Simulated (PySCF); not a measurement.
## Deuteron quadrupole couplings in `CC#CP(CC)CCC#N`

C₈H₁₂NP.
Structure used (GFN2-xTB), in Å, numbered top down from 1:
```xyz
22
C8H12NP angstrom
C     -2.4351    1.9873   -1.4101
C     -1.5489    1.2603   -0.5301
C     -0.7955    0.6222    0.1615
P      0.2470   -0.1958    1.3296
C     -0.2985   -1.9444    0.9640
C     -1.6917   -2.2011    1.5226
C      1.7992   -0.2032    0.2788
C      2.3532    1.2194    0.1586
C      3.5374    1.2317   -0.6587
N      4.4734    1.2088   -1.3152
H     -2.9564    2.7649   -0.8516
H     -1.8659    2.4511   -2.2161
H     -3.1708    1.3099   -1.8437
H      0.4246   -2.6198    1.4308
H     -0.2818   -2.1146   -0.1164
H     -2.4077   -1.5064    1.0861
H     -2.0137   -3.2167    1.2990
H     -1.7022   -2.0655    2.6026
H      2.5365   -0.8507    0.7625
H      1.5827   -0.6091   -0.7138
H      2.6010    1.6169    1.1476
H      1.6030    1.8743   -0.2967
```

Level: PBE0/pcSseg-1 (PySCF, non-relativistic); Q(2H) = 0.00286 b; rigid geometry, the same for H and D, with no vibrational averaging.

**Question.** Rank these positions by the coupling χzz of a deuteron there, largest first.
A. H22 (methylene hydrogen)
B. H17 (methyl hydrogen)
C. H19 (methylene hydrogen)
D. H12 (methyl hydrogen)

**Answer.** B (211 kHz), D (206 kHz), C (201 kHz), A (195 kHz).

**Question.** Tabulate Vzz, the asymmetry η and χzz = 234.96 MHz × Q × Vzz for every hydrogen position.

**Answer.** 
| atom | bonded to | bond length (Å) | Vzz (au) | η | χzz (kHz) |
| --- | --- | --- | --- | --- | --- |
| H11 | C1 | 1.090 | 0.3068 | 0.02 | 206 |
| H12 | C1 | 1.090 | 0.3071 | 0.03 | 206 |
| H13 | C1 | 1.090 | 0.3074 | 0.03 | 207 |
| H14 | C5 | 1.094 | 0.3025 | 0.02 | 203 |
| H15 | C5 | 1.094 | 0.3011 | 0.02 | 202 |
| H16 | C6 | 1.089 | 0.3086 | 0.02 | 207 |
| H17 | C6 | 1.089 | 0.3142 | 0.02 | 211 |
| H18 | C6 | 1.089 | 0.3116 | 0.03 | 209 |
| H19 | C7 | 1.094 | 0.2996 | 0.03 | 201 |
| H20 | C7 | 1.094 | 0.2979 | 0.04 | 200 |
| H21 | C8 | 1.094 | 0.2942 | 0.04 | 198 |
| H22 | C8 | 1.095 | 0.2900 | 0.04 | 195 |

**Question.** A static deuteron (I = 1) shows a doublet split by (3/2)χ, (3/4)χ(1 + η) and (3/4)χ(1 − η) with the field along z, y and x of the gradient. What are these for H11?

**Answer.** With |χ| = 206.2 kHz and η = 0.024: 309, 158 and 151 kHz, to first order and without motion.

Isolated species at its GFN2-xTB geometry (one conformer only). GFN2-xTB bond lengths can be off by several hundredths of an ångström, more for odd bonds, and the gradients follow them. With so small a basis the couplings can be 20 % off.
